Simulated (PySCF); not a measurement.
PySCF input (CCSD(T)/cc-pVDZ):

```python
from pyscf import gto, scf, mp, cc as ccmod

mol = gto.M(
    atom='''
    C    -1.15878554   -0.23099395   -0.04654759
    Si    0.47520641    0.09472832    0.01908870
    H    -2.20799381   -0.44014462   -0.08869354
    H     1.49426260   -0.96659357    0.10401088
    H     1.01355473    1.46650544   -0.00327365
    ''',
    basis='cc-pvdz',
    charge=0,
    spin=1,
    verbose=4,
)

mf = scf.UHF(mol)
mf.conv_tol = 1e-10
mf.max_cycle = 100
mf.kernel()
mo, _, stable, _ = mf.stability(return_status=True)
if not stable:
    mf.kernel(mf.make_rdm1(mo, mf.mo_occ))
mp2 = mp.MP2(mf, frozen=6).run()
cc = ccmod.CCSD(mf, frozen=6)
cc.max_cycle = 100
cc.kernel()
et = cc.ccsd_t()
print(f'E(CCSD(T)) = {cc.e_tot + et:.9f}')
```

Output:

```
PySCF version 2.14.0

[INPUT] verbose = 4
[INPUT] num. atoms = 5
[INPUT] num. electrons = 23
[INPUT] charge = 0
[INPUT] spin (= nelec alpha-beta = 2S) = 1
[INPUT] symmetry False subgroup None
[INPUT] Mole.unit = angstrom
[INPUT] Symbol           X                Y                Z      unit          X                Y                Z       unit  Magmom
[INPUT]  1 C     -1.158785540000  -0.230993950000  -0.046547590000 AA   -2.189787307706  -0.436515301931  -0.087962196859 Bohr   0.0
[INPUT]  2 Si     0.475206410000   0.094728320000   0.019088700000 AA    0.898009967538   0.179010581040   0.036072415074 Bohr   0.0
[INPUT]  3 H     -2.207993810000  -0.440144620000  -0.088693540000 AA   -4.172503585635  -0.831752787001  -0.167606499618 Bohr   0.0
[INPUT]  4 H      1.494262600000  -0.966593570000   0.104010880000 AA    2.823747072181  -1.826597121066   0.196552077175 Bohr   0.0
[INPUT]  5 H      1.013554730000   1.466505440000  -0.003273650000 AA    1.915340851957   2.771293641785  -0.006186301928 Bohr   0.0

nuclear repulsion = 45.1818637063776
number of shells = 19
number of NR pGTOs = 88
number of NR cGTOs = 47
basis = cc-pvdz
ecp = {}

******** <class 'pyscf.scf.uhf.UHF'> ********
method = UHF
initial guess = minao
damping factor = 0
level_shift factor = 0
DIIS = <class 'pyscf.scf.diis.CDIIS'>
diis_start_cycle = 1
diis_space = 8
diis_damp = 0
SCF conv_tol = 1e-10
SCF conv_tol_grad = None
SCF max_cycles = 100
direct_scf = True
direct_scf_tol = 1e-13
number electrons alpha = 12  beta = 11
Set gradient conv threshold to 1e-05
init E= -328.326303615818
  alpha nocc = 12  HOMO = -0.142043020175366  LUMO = 0.0206105527650298
  beta  nocc = 11  HOMO = -0.2137893772027  LUMO = -0.142043020175366

WARN: HOMO -0.142043020175366 >= LUMO -0.142043020175366

cycle= 1 E= -328.377278958601  delta_E= -0.051  |g|= 0.172  |ddm|= 1.27
  alpha nocc = 12  HOMO = -0.338132720936554  LUMO = 0.0749079875242349
  beta  nocc = 11  HOMO = -0.322723378413552  LUMO = 0.0625048088515197
  HOMO = -0.322723378414  LUMO = 0.0625048088515  gap/eV = 10.48259
cycle= 2 E= -328.410919873874  delta_E= -0.0336  |g|= 0.0549  |ddm|= 0.227
  alpha nocc = 12  HOMO = -0.331932504336907  LUMO = 0.0938629364587933
  beta  nocc = 11  HOMO = -0.312506627940417  LUMO = 0.0875761447162486
  HOMO = -0.31250662794  LUMO = 0.0875761447162  gap/eV = 10.88681
cycle= 3 E= -328.415686739263  delta_E= -0.00477  |g|= 0.0229  |ddm|= 0.114
  alpha nocc = 12  HOMO = -0.330712968065448  LUMO = 0.0948738226076631
  beta  nocc = 11  HOMO = -0.308388811315628  LUMO = 0.0945254061674716
  HOMO = -0.308388811316  LUMO = 0.0945254061675  gap/eV = 10.96385
cycle= 4 E= -328.416616951779  delta_E= -0.00093  |g|= 0.0154  |ddm|= 0.0352
  alpha nocc = 12  HOMO = -0.335885864823712  LUMO = 0.0950301470048853
  beta  nocc = 11  HOMO = -0.308726843756888  LUMO = 0.0923630373327522
[...]
  beta  nocc = 11  HOMO = -0.300044277877622  LUMO = 0.0909057283687944
  HOMO = -0.300044277878  LUMO = 0.0909057283688  gap/eV = 10.63829
Extra cycle  E= -328.424979600732  delta_E= -2.56e-12  |g|= 7.03e-07  |ddm|= 1.87e-06
converged SCF energy = -328.424979600732  <S^2> = 1.1620594  2S+1 = 2.3766021

******** <class 'pyscf.mp.ump2.UMP2'> ********
nocc = (np.int64(6), np.int64(5)), nmo = (41, 41)
frozen orbitals 6
E(UMP2) = -328.614053137078  E_corr = -0.189073536345362
E(SCS-UMP2) = -328.616686494944  E_corr = -0.191706894211979
E_corr(same-spin) = -0.0405938646951415
E_corr(oppo-spin) = -0.148479671650221

******** <class 'pyscf.cc.uccsd.UCCSD'> ********
CC2 = 0
CCSD nocc = (np.int64(6), np.int64(5)), nmo = (41, 41)
frozen orbitals 6
max_cycle = 100
direct = 0
conv_tol = 1e-07
conv_tol_normt = 1e-06
diis_space = 6
diis_start_cycle = 0
diis_start_energy_diff = 1e+09
Init t2, MP2 energy = -0.189073533637518
Init E_corr(UCCSD) = -0.189073533638053
cycle = 1  E_corr(UCCSD) = -0.215193377455144  dE = -0.0261198438  norm(t1,t2) = 0.0852079
cycle = 2  E_corr(UCCSD) = -0.223658454908086  dE = -0.00846507745  norm(t1,t2) = 0.0470788
cycle = 3  E_corr(UCCSD) = -0.232241310226275  dE = -0.00858285532  norm(t1,t2) = 0.0374457
cycle = 4  E_corr(UCCSD) = -0.234690364032405  dE = -0.00244905381  norm(t1,t2) = 0.0207301
cycle = 5  E_corr(UCCSD) = -0.235224964618867  dE = -0.000534600586  norm(t1,t2) = 0.0098656
cycle = 6  E_corr(UCCSD) = -0.235588627852449  dE = -0.000363663234  norm(t1,t2) = 0.00357767
cycle = 7  E_corr(UCCSD) = -0.235572553038639  dE = 1.60748138e-05  norm(t1,t2) = 0.00148647
cycle = 8  E_corr(UCCSD) = -0.235617523705284  dE = -4.49706666e-05  norm(t1,t2) = 0.000920022
cycle = 9  E_corr(UCCSD) = -0.235607299325651  dE = 1.02243796e-05  norm(t1,t2) = 0.000444633
cycle = 10  E_corr(UCCSD) = -0.23560937103448  dE = -2.07170883e-06  norm(t1,t2) = 0.000174959
cycle = 11  E_corr(UCCSD) = -0.235609613274253  dE = -2.42239774e-07  norm(t1,t2) = 5.39936e-05
cycle = 12  E_corr(UCCSD) = -0.235610649707469  dE = -1.03643322e-06  norm(t1,t2) = 2.12848e-05
cycle = 13  E_corr(UCCSD) = -0.23561103021827  dE = -3.80510801e-07  norm(t1,t2) = 1.02467e-05
cycle = 14  E_corr(UCCSD) = -0.23561135130923  dE = -3.2109096e-07  norm(t1,t2) = 4.12425e-06
cycle = 15  E_corr(UCCSD) = -0.235611437766846  dE = -8.64576153e-08  norm(t1,t2) = 1.76291e-06
cycle = 16  E_corr(UCCSD) = -0.235611552677084  dE = -1.14910238e-07  norm(t1,t2) = 1.07103e-06
cycle = 17  E_corr(UCCSD) = -0.235611616736021  dE = -6.40589378e-08  norm(t1,t2) = 5.39931e-07
UCCSD converged
E(UCCSD) = -328.6605912174683  E_corr = -0.2356116167360214
UCCSD(T) correction = -0.00816331936091473
E(CCSD(T)) = -328.668754537
```

It need not be the lowest isomer of its formula.

The determinant is spin-contaminated: <S^2> is 1.16 against 0.75 for a pure state.
